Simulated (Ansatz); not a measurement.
A displaced shape of singlet CH₃Br:

```xyz
5

C    -0.0366   -0.0069   -1.4778
Br    0.0159   -0.0073    0.4651
H     0.0436   -1.0312   -1.8350
H    -0.9093    0.5425   -1.9016
H     0.9495    0.5190   -1.8662
```

It was optimised with PBE0/def2-SVP in Ansatz (development build ahead of 0.2.0) to forces under 0.001 eV/Å, with restricted orbitals. Each step stands on the lowest determinant of that kind that the program's search found.

Problem. What shape does it relax to, and how does the optimisation go?

Solution.

```xyz
5

C     0.0139    0.0025   -1.5009
Br    0.0003    0.0108    0.4285
H     0.0173   -1.0385   -1.8432
H    -0.8843    0.5198   -1.8563
H     0.9160    0.5215   -1.8436
```

Bond lengths: C1–Br2 1.929 Å, C1–H3 1.096 Å, C1–H4 1.096 Å, C1–H5 1.096 Å. Angles: Br2–C1–H3 108.5°, Br2–C1–H4 108.5°, Br2–C1–H5 108.5°, H3–C1–H4 110.5°, H3–C1–H5 110.5°, H4–C1–H5 110.5°.

```json
{"step": "1", "E − E(start) (eV)": "0.0000", "largest force (eV/Å)": "2.1455"}
{"step": "2", "E − E(start) (eV)": "-0.1469", "largest force (eV/Å)": "0.5994"}
{"step": "3", "E − E(start) (eV)": "-0.1586", "largest force (eV/Å)": "0.1606"}
{"step": "4", "E − E(start) (eV)": "-0.1592", "largest force (eV/Å)": "0.0108"}
{"step": "5", "E − E(start) (eV)": "-0.1592", "largest force (eV/Å)": "0.0054"}
{"step": "6", "E − E(start) (eV)": "-0.1592", "largest force (eV/Å)": "0.0007"}
```

The optimisation ended after 6 steps with its threshold met.
